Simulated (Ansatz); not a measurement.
One change: `[OH][GeH]([Cl])[Cl]` becomes `[OH][Ge]([OH])([Cl])[Cl]`.

Ansatz, PBE0-D4/def2-TZVP geometries, multiplicity 1. Each molecule was computed in one conformer, which needn't be the lowest.

Scalar relativity is left out up to krypton.

```
                                                                                  property  `[OH][GeH]([Cl])[Cl]`
                                                        HOMO energy (PBE0/def2-TZVPP) / eV                  -9.23
                                            size of the dipole moment (PBE/def2-TZVPP) / D                   0.64
                                                         LUMO energy (PBE/def2-TZVPP) / eV                  -1.79
ideal-gas entropy at 298 K and 1 bar (rigid rotor, harmonic PBE0-D4/def2-TZVP) / J/(mol·K)                    337
                                        size of the dipole moment (ωB97M-V/def2-TZVPP) / D                   0.58
                                            zero-point energy (PBE0-D4/def2-TZVP) / kJ/mol                   64.9
```

(1) What does the change do to each property? (An estimate is asked.)

## Answers

(1) The calculation gave: 
```
                                                                                  property  `[OH][Ge]([OH])([Cl])[Cl]`  shift
                                                        HOMO energy (PBE0/def2-TZVPP) / eV                       -9.35  -0.12
                                            size of the dipole moment (PBE/def2-TZVPP) / D                        1.91   1.27
                                                         LUMO energy (PBE/def2-TZVPP) / eV                       -2.15  -0.36
ideal-gas entropy at 298 K and 1 bar (rigid rotor, harmonic PBE0-D4/def2-TZVP) / J/(mol·K)                         370     33
                                        size of the dipole moment (ωB97M-V/def2-TZVPP) / D                        1.95   1.37
                                            zero-point energy (PBE0-D4/def2-TZVP) / kJ/mol                        79.8   14.9
```

With PBE0 the HOMO falls by 0.12 eV and the LUMO falls by 0.34 eV, so the gap narrows by about 0.22 eV. PBE moves the HOMO by -0.11 eV and ωB97M-V by -0.13 eV. The zero-point energy changes by 14.9 kJ/mol with +3 modes. Dipoles are sizes alone; their direction can turn.
